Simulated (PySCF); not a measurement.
Species: C4H7ClSSi.
Atom-mapped SMILES: `[CH2:1]=[C:2]([Cl:3])[C@@H:4]1[CH2:5][S:6][SiH2:7]1`

Geometry (GFN2-xTB, Å), atoms numbered from 1 in this order:
```
atom  x, y, z in Å
C1     2.1900    0.8342   -0.2025
C2     0.9539    0.4847   -0.5188
Cl3    0.2896    0.9655   -2.0534
C4     0.0044   -0.2522    0.3449
C5    -0.6348   -1.4911   -0.3003
S6    -2.4196   -1.2780    0.0966
Si7   -1.6638    0.6271    0.7303
H8     2.8128    1.4083   -0.8645
H9     2.6149    0.5470    0.7432
H10    0.5280   -0.5370    1.2597
H11   -0.2788   -2.4345    0.1078
H12   -0.5251   -1.5042   -1.3826
H13   -2.0082    1.7349   -0.1448
H14   -1.8640    0.8949    2.1474
```

NICS is the negative of the GIAO shielding at a point without a nucleus: at the ring centre (0) and 1 Å above and below it (1); zz is the component along the ring normal. Level: GIAO PBE0/pcSseg-1 (PySCF, non-relativistic, gas phase) on the GFN2-xTB geometry, one conformer.

Ring bond lengths (Å), with Mayer bond orders in brackets: C4–C5 1.536 (0.97), C5–S6 1.841 (0.98), S6–Si7 2.145 (1.01), Si7–C4 1.925 (0.86).

What do the NICS probes read (ppm)?

```csv
ring,type,NICS(0),"NICS(1), two faces","NICS(1)zz, two faces",rms pucker (Å),"centre to ring atoms, mean (Å)"
C4–C5–S6–Si7,4-membered ring with S and Si; formal bonds all single,-1.5,-0.5 / -0.9,6.1 / 6.1,0.07,1.31
```

What do they say, and how far can they be read as aromaticity?

- C4–C5–S6–Si7: mean NICS(1)zz 6.1 ppm, deshielded. C4, C5, Si7 have four or more neighbours, and the NICS criterion for π rings isn't applied.

What field does 7.05 T along the ring normal induce along that normal at the second NICS(1) probe listed for ring C4–C5–S6–Si7, 1 Å off the ring?

NICSzz × B0 = 6.1 ppm × 7.05 T = 43 μT, along the applied field.

How shielded are the nuclei of the rings and their hydrogens (means over atoms taken as equivalent)?

| atoms | environment | σ isotropic (ppm) | principal values of the symmetric part, first atom (ppm) |
| --- | --- | --- | --- |
| C4 | sp3 carbon bound to silicon | 143.9 | 122.0, 144.0, 165.6 |
| C5 | sp3 carbon bound to sulfur | 151.2 | 129.5, 146.5, 177.7 |
| S6 | sulfur bonded to C and Si | 687.5 | 479.2, 638.4, 944.9 |
| Si7 | SiH2 silicon | 362.5 | 313.5, 374.6, 399.5 |
| H10 | methine hydrogen | 28.14 | 24.2, 28.9, 31.3 |
| H11 | methylene hydrogen | 28.34 | 23.7, 26.6, 34.8 |
| H12 | methylene hydrogen | 27.80 | 24.2, 27.5, 31.7 |
| H13 | Si–H hydrogen | 26.07 | 22.6, 25.6, 30.0 |
| H14 | Si–H hydrogen | 26.38 | 23.1, 24.0, 32.0 |
